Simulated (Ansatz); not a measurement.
Correlation energies of CH8BFSi2 (`FC([SiH3])B[SiH3]`) by basis set

| atom | x (Å) | y (Å) | z (Å) |
| --- | --- | --- | --- |
| F1 | 0.438 | 1.137 | 2.363 |
| C2 | -0.019 | 0.841 | 1.090 |
| Si3 | -0.791 | -0.970 | 1.108 |
| B4 | 0.971 | 0.480 | 0.013 |
| Si5 | 0.379 | 0.287 | -1.907 |
| H6 | -0.881 | 1.474 | 0.861 |
| H7 | 0.227 | -2.008 | 0.801 |
| H8 | -1.896 | -1.046 | 0.123 |
| H9 | -1.281 | -1.149 | 2.495 |
| H10 | 2.096 | 0.211 | 0.316 |
| H11 | -1.035 | 0.696 | -2.135 |
| H12 | 0.538 | -1.114 | -2.386 |
| H13 | 1.254 | 1.160 | -2.741 |

The species carries charge 0 and has multiplicity 1. Geometry: relaxed with PBE0-D4/def2-TZVP. It is one conformer, not always the lowest. Frozen core, restricted reference, Ansatz. CBS rows extrapolate triple and quadruple zeta; past MP2 they add the triple-zeta difference.

```tsv
basis	HF (Eh)	MP2 corr.	CCSD corr.	(T)	CCSD(T) total
def2-TZVPP	-744.55196	-0.77841	-0.84353	-0.03021	-745.42570
def2-QZVPP	-744.57722	-0.83843	–	–	–
CBS(def2)	-744.58070	-0.88289	-0.94802	as TZ	-745.55893
```
